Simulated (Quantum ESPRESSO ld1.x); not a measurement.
The argon ion Ar3+, 15 electrons, occupied as [Ne] 3s2 3p2 5s1 (not the ground configuration). Method: scalar-relativistic Kohn-Sham, LDA (Slater exchange, Perdew-Zunger correlation), spin-polarised, spherical densities, point nucleus; open shells are filled with parallel spins first; computed with ld1.x of Quantum ESPRESSO 7.5.

X-ray form factor f0, the Fourier transform of the density (f0(0) = 15):

| sin(theta)/lambda (1/angstrom) | f0 (electrons) |
|---|---|
| 0.05 | 14.360 |
| 0.1 | 13.364 |
| 0.15 | 12.660 |
| 0.2 | 11.877 |
| 0.25 | 10.961 |
| 0.3 | 10.098 |
| 0.4 | 8.718 |
| 0.5 | 7.694 |
| 0.6 | 6.896 |
| 0.8 | 5.577 |
| 1 | 4.404 |
| 1.25 | 3.219 |
| 1.5 | 2.412 |
| 2 | 1.611 |
